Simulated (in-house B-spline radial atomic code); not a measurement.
The numbers below are computed, except where a source is named.
Ge in an electron gas of r_s = 3: phase shifts, screening, friction and resistivity

A nucleus sits in a uniform electron gas with a rigid positive background. The Kohn-Sham equations are solved self-consistently in the spin-unpolarised LDA (PW92), non-relativistic, on B-splines with outgoing waves at the boundary and partial waves to l = 8. The model has no lattice, no bands and no magnetic solution. Atomic units; δ_l are the phase shifts at the Fermi level, counted so that each bound state adds π, and good to about 0.0005.

The density parameter is r_s = 3 bohr, near that of the valence electrons of Ag (1 per atom, density 10.5 g/cm³, mass 107.87 u, which gives r_s = 3.02).

| l | δ_l (rad) |
| --- | --- |
| 0 | 10.7533 |
| 1 | 7.7557 |
| 2 | 3.2297 |
| 3 | 0.0126 |
| 4 | 0.0013 |
| 5 | 0.0002 |
| 6 | 0.0002 |
| 7 | 0.0002 |
| 8 | 0.0002 |

Bound levels below the band bottom (hartree): p -43.35, s -5.603, p -3.836, d -0.76, s -0.1313 and deeper ones.

Task: Check the Friedel sum rule, and say where the screening charge sits.

Result: k_F = (9π/4)^(1/3)/r_s = 0.63972. The rule is Z = (2/π) Σ (2l + 1) δ_l. The terms are s 6.846, p 14.812, d 10.280, f 0.056 and 0.015 beyond, in all 32.009 against Z = 32. Bound states hold 8 s, 12 p, 10 d electrons, so the scattering states carry 2.01 in all; where a term is smaller than its bound count, the bound level has drawn weight out of the band.

Task: Find the transport cross section and the electronic stopping of a 10 keV Ge ion (mass 72.63 u).

Result: σ_tr = (4π/k_F²) Σ (l + 1) sin²(δ_l − δ_(l+1)). The terms for l = 0 to 3 are 0.0206, 1.9313, 0.0171, 0.0005, all together 1.9695, so σ_tr = 30.707 × 1.9695 = 60.476 bohr². With n = 3/(4π r_s³) = 0.008842, the friction coefficient is Q = n k_F σ_tr = 0.3421. For v well below v_F = 0.640, dE/dx = Q v; with 24801 eV per u at v = 1, v = √(10000/(24801 × 72.63)) = 0.0745, so dE/dx = 0.02549 hartree/bohr = 13.1 eV/nm. The largest term couples the p and d waves.

Task: What residual resistivity would 1 atomic per cent of such centres give in Ag?

Result: Δρ = k_F n_i σ_tr/n in atomic units of 21.74 μΩ·cm. With one host atom per 1 electron, n_i/n = 0.01/1, so Δρ = 0.6397 × 0.01000 × 60.476 × 21.74 = 8.41 μΩ·cm. This is an atom added to the gas, as on an interstitial site.

Task: On a substitutional site the background of one host ion, a sphere holding 1 charge, is taken out. The phase shifts for l = 0 to 4 become 10.6534, 7.4065, 3.1615, 0.0017, 0.0004. What follows?

Result: The Friedel sum is now 31.00, for Z − 1 = 31. The sum in σ_tr is 1.6060, so σ_tr = 49.32 bohr² and Δρ = 6.86 μΩ·cm per atomic per cent, 0.82 times the value above. A real host ion scatters too, so this model doesn't give zero even for the host's own atom.
